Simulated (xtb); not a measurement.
disiloxane (H6OSi2), singlet, from a rough starting geometry; GFN2-xTB run with xtb 6.7.1.

The xtb input:
```
$ xtb mol.xyz --gfn 2 --opt vtight --json

# file mol.xyz
9

Si     1.61022777    -0.28999749     0.05572962
O      0.04906542    -0.05716578    -0.28544818
Si    -1.54315860     0.24698020    -0.06944403
H      2.16158871    -0.92069706    -1.13650579
H      2.15561974     1.04364265     0.30231956
H      1.61673413    -1.11303493     1.27841368
H     -2.14056315    -0.38537611     1.00969922
H     -2.19429414    -0.07197814    -1.31925834
H     -1.65087167     1.72412226     0.13150685
```

The log (banner, timings and long lists left out):

```
   ID    Z sym.   atoms
    1   14 Si     1, 3
    2    8 O      2
    3    1 H      4-9

           -------------------------------------------------
          |                Calculation Setup                |
           -------------------------------------------------

           -------------------------------------------------
          |                 G F N 2 - x T B                 |
           -------------------------------------------------

          ...................................................
          :                      SETUP                      :
          :.................................................:
          :  # basis functions                  30          :
          :  # atomic orbitals                  28          :
          :  # shells                           14          :
          :  # electrons                        20          :
          :  max. iterations                   250          :
          :  Hamiltonian                  GFN2-xTB          :
          :  restarted?                      false          :
          :  GBSA solvation                  false          :
          :  PC potential                    false          :
          :  electronic temp.          300.0000000     K    :
          :  accuracy                    1.0000000          :
          :  -> integral cutoff          0.2500000E+02      :
          :  -> integral neglect         0.1000000E-07      :
          :  -> SCF convergence          0.1000000E-05 Eh   :
          :  -> wf. convergence          0.1000000E-03 e    :
          :  Broyden damping             0.4000000          :
          :  net charge                          0          :
          :  unpaired electrons                  0          :
          ...................................................

 iter      E             dE          RMSdq      gap      omega  full diag
   1    -10.6580573 -0.106581E+02  0.855E+00    6.83       0.0  T
   2    -10.7785472 -0.120490E+00  0.449E+00    5.66       1.0  T
   3    -10.7821752 -0.362799E-02  0.267E+00    5.57       1.0  T
   4    -10.7820960  0.791598E-04  0.905E-01    5.57       1.0  T
   5    -10.7823059 -0.209847E-03  0.292E-01    5.67       1.0  T
   6    -10.7823954 -0.895414E-04  0.107E-01    5.62       1.0  T
   7    -10.7824188 -0.234190E-04  0.407E-02    5.64       1.0  T
   8    -10.7824220 -0.315960E-05  0.194E-02    5.64       1.7  T
   9    -10.7824229 -0.876116E-06  0.116E-02    5.64       2.9  T
  10    -10.7824233 -0.411240E-06  0.293E-03    5.64      11.4  T
  11    -10.7824233 -0.345421E-07  0.581E-04    5.64      57.4  T
  12    -10.7824233 -0.980785E-09  0.125E-04    5.64     267.6  T

   *** convergence criteria satisfied after 12 iterations ***

         :::::::::::::::::::::::::::::::::::::::::::::::::::::
         ::                     SUMMARY                     ::
         :::::::::::::::::::::::::::::::::::::::::::::::::::::
         :: total energy             -10.692363603347 Eh    ::
         :: gradient norm              0.063364406485 Eh/a0 ::
         :: HOMO-LUMO gap              5.638087858517 eV    ::
         ::.................................................::
         :: SCC energy               -10.782420300880 Eh    ::
         :: -> isotropic ES            0.046870363247 Eh    ::
         :: -> anisotropic ES          0.002613377723 Eh    ::
         :: -> anisotropic XC          0.001648270698 Eh    ::
         :: -> dispersion             -0.004939017579 Eh    ::
         :: repulsion energy           0.090056697533 Eh    ::
         :: add. restraining           0.000000000000 Eh    ::
         :: total charge              -0.000000000000 e     ::
         :::::::::::::::::::::::::::::::::::::::::::::::::::::

      -----------------------------------------------------------
     |                   =====================                   |
     |                        A N C O P T                        |
     |                   =====================                   |
     |               Approximate Normal Coordinate               |
     |                Rational Function Optimizer                |
      -----------------------------------------------------------
      -----------------------------------------------------------
     |                   =====================                   |
     |                        A N C O P T                        |
     |                   =====================                   |
     |               Approximate Normal Coordinate               |
     |                Rational Function Optimizer                |
      -----------------------------------------------------------

          ...................................................
          :                      SETUP                      :
          :.................................................:
          :   optimization level         verytight          :
          :   max. optcycles                   200          :
          :   ANC micro-cycles                  20          :
          :   degrees of freedom                21          :
          :.................................................:
          :   RF solver                   davidson          :
          :   write xtbopt.log                true          :
          :   linear?                        false          :
          :   energy convergence         0.1000000E-06 Eh   :
          :   grad. convergence          0.2000000E-03 Eh/α :
          :   maxmium RF displ.          1.0000000          :
          :   Hlow (freq-cutoff)         0.1000000E-01      :
          :   Hmax (freq-cutoff)         5.0000000          :
          :   S6 in model hess.         20.0000000          :
          ...................................................

generating ANC from exact Hessian ...
Using Lindh-Hessian (1995)
 Shifting diagonal of input Hessian by    1.0468505701065441E-002
 Lowest  eigenvalues of input Hessian
[...]
 * total energy  :   -10.6971996 Eh     change       -0.1253387E-04 Eh
 * total energy  :   -10.6972105 Eh     change       -0.1093234E-04 Eh
 * total energy  :   -10.6972169 Eh     change       -0.6405045E-05 Eh
 * total energy  :   -10.6972186 Eh     change       -0.1669425E-05 Eh
 * total energy  :   -10.6972198 Eh     change       -0.1190742E-05 Eh
 * total energy  :   -10.6972209 Eh     change       -0.1100117E-05 Eh
 * total energy  :   -10.6972216 Eh     change       -0.7249978E-06 Eh
 * total energy  :   -10.6972219 Eh     change       -0.3169293E-06 Eh
 * total energy  :   -10.6972222 Eh     change       -0.2606150E-06 Eh
 * total energy  :   -10.6972224 Eh     change       -0.1876796E-06 Eh
 * total energy  :   -10.6972225 Eh     change       -0.1437710E-06 Eh
 * total energy  :   -10.6972226 Eh     change       -0.1101364E-06 Eh
 * total energy  :   -10.6972227 Eh     change       -0.3519510E-07 Eh
   *** GEOMETRY OPTIMIZATION CONVERGED AFTER 22 ITERATIONS ***
[...]
   2    -10.7826642 -0.513367E-12  0.264E-05    5.71    1263.0  T
   3    -10.7826642  0.888178E-14  0.118E-05    5.71    2831.9  T

   *** convergence criteria satisfied after 3 iterations ***

         :::::::::::::::::::::::::::::::::::::::::::::::::::::
         ::                     SUMMARY                     ::
         :::::::::::::::::::::::::::::::::::::::::::::::::::::
         :: total energy             -10.697222658797 Eh    ::
         :: gradient norm              0.000038101557 Eh/a0 ::
         :: HOMO-LUMO gap              5.709217079643 eV    ::
         ::.................................................::
         :: SCC energy               -10.782661011351 Eh    ::
         :: -> isotropic ES            0.046285595911 Eh    ::
         :: -> anisotropic ES          0.002578316268 Eh    ::
         :: -> anisotropic XC          0.001867869871 Eh    ::
         :: -> dispersion             -0.004915347332 Eh    ::
         :: repulsion energy           0.085438352555 Eh    ::
         :: add. restraining           0.000000000000 Eh    ::
         :: total charge               0.000000000000 e     ::
         :::::::::::::::::::::::::::::::::::::::::::::::::::::

           -------------------------------------------------
          |                Property Printout                |
           -------------------------------------------------

    * Orbital Energies and Occupations

         #    Occupation            Energy/Eh            Energy/eV
      -------------------------------------------------------------
         1        2.0000           -0.7640822             -20.7917
         2        2.0000           -0.7318930             -19.9158
         3        2.0000           -0.5879940             -16.0001
         4        2.0000           -0.4890275             -13.3071
         5        2.0000           -0.4889258             -13.3043
         6        2.0000           -0.4881866             -13.2842
         7        2.0000           -0.4266121             -11.6087
         8        2.0000           -0.4265405             -11.6068
         9        2.0000           -0.4089915             -11.1292
        10        2.0000           -0.4087023             -11.1214 (HOMO)
        11                         -0.1988924              -5.4121 (LUMO)
        12                         -0.1734707              -4.7204
        13                         -0.1728339              -4.7030
        14                         -0.1511730              -4.1136
        15                         -0.1503783              -4.0920
        16                         -0.1463966              -3.9837
        17                         -0.0728279              -1.9817
        18                         -0.0719517              -1.9579
        19                          0.0656926               1.7876
        20                          0.0669539               1.8219
        21                          0.2935558               7.9881
       ...                                ...                  ...
        28                          0.9046670              24.6172
      -------------------------------------------------------------
                  HL-Gap            0.2098099 Eh            5.7092 eV
             Fermi-level           -0.3037973 Eh           -8.2667 eV

     #   Z          covCN         q      C6AA      α(0)
     1  14 Si       3.566     0.513    98.359    19.083
     2   8 O        1.540    -0.450    21.935     6.318
     3  14 Si       3.566     0.513    98.359    19.083
     4   1 H        0.919    -0.095     5.398     3.634
     5   1 H        0.919    -0.097     5.451     3.652
     6   1 H        0.919    -0.096     5.433     3.645
     7   1 H        0.919    -0.096     5.432     3.645
     8   1 H        0.919    -0.095     5.398     3.634
     9   1 H        0.919    -0.097     5.452     3.652

 Mol. C6AA /au·bohr⁶  :       1455.156481
 Mol. C8AA /au·bohr⁸  :      55488.009510
 Mol. α(0) /au        :         66.345838

Wiberg/Mayer (AO) data.
largest (>0.10) Wiberg bond orders for each atom

 ---------------------------------------------------------------------------
     #   Z sym  total        # sym  WBO       # sym  WBO       # sym  WBO
 ---------------------------------------------------------------------------
     1  14 Si   3.836 --     2 O    1.098     4 H    0.893     6 H    0.893
                             5 H    0.892
     2   8 O    2.352 --     3 Si   1.098     1 Si   1.098
     3  14 Si   3.836 --     2 O    1.098     8 H    0.893     7 H    0.893
                             9 H    0.892
     4   1 H    0.991 --     1 Si   0.893
     5   1 H    0.991 --     1 Si   0.892
     6   1 H    0.991 --     1 Si   0.893
     7   1 H    0.991 --     3 Si   0.893
     8   1 H    0.991 --     3 Si   0.893
     9   1 H    0.991 --     3 Si   0.892
 ---------------------------------------------------------------------------

Topologies differ in total number of bonds
Writing topology from bond orders to xtbtopo.mol

molecular dipole:
                 x           y           z       tot (Debye)
 q only:        0.002       0.016       0.017
   full:        0.002       0.015       0.016       0.056
molecular quadrupole (traceless):
                xx          xy          yy          xz          yz          zz
 q only:        2.887      -0.838      -1.378       0.243      -0.044      -1.509
  q+dip:       -0.805       0.230       0.369      -0.067       0.016       0.436
   full:        1.681      -0.485      -0.791       0.141      -0.032      -0.890

optimized geometry written to: xtbopt.xyz

           -------------------------------------------------
          | TOTAL ENERGY              -10.697222658797 Eh   |
          | GRADIENT NORM               0.000038101557 Eh/α |
          | HOMO-LUMO GAP               5.709217079643 eV   |
           -------------------------------------------------

normal termination of xtb
```
